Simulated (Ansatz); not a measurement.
Input for Ansatz (a quantum-chemistry and plane-wave program): U-PBE/def2-TZVPP on H5NSn (SMILES [NH2][SnH3]), a point of a bond scan (R = 2.051 Å). Elements past Kr take the def2 small-core potentials; no spin–orbit coupling.

Ansatz 0.2 input:
```yaml
crystal:
  periodic: [false, false, false]
  atoms:
    - {symbol: Sn, position_ang: [-0.28215657, 0.02775224, 0.02377762]}
    - {symbol: N, position_ang: [1.74303182, -0.14346269, -0.23754058]}
    - {symbol: H, position_ang: [-1.12675109, -1.23603347, -1.35252499]}
    - {symbol: H, position_ang: [-0.65127624, 1.66593101, -0.29253503]}
    - {symbol: H, position_ang: [-0.81069646, -0.39503089, 1.60666677]}
    - {symbol: H, position_ang: [2.08100846, -1.08855163, -0.09745354]}
    - {symbol: H, position_ang: [2.27355521, 0.45968091, 0.38036592]}
basis:
  gaussian:
    orbitals: def2-TZVPP
hamiltonian:
  xc: {name: PBE}
magnetization: {spin_polarized: true, initial_magnetization: 0}
```

The head of its log:

```
WARN ansatz: RAYON_NUM_THREADS=1 ignored (pool sized by the plan → 1); use --threads N
Functional definition: PBE
integrals: 0.05 GiB planned
838 factors; their error is unknown
mean field: 0.54 GiB planned
mean field evaluation 1: about -7389.8779 eV, gradient 5.2e1 eV
mean field evaluation 2: about -7304.7720 eV, gradient 1.1e2 eV
```

Problem. Give the final energy of this run.

Solution. -271.9621 hartree.
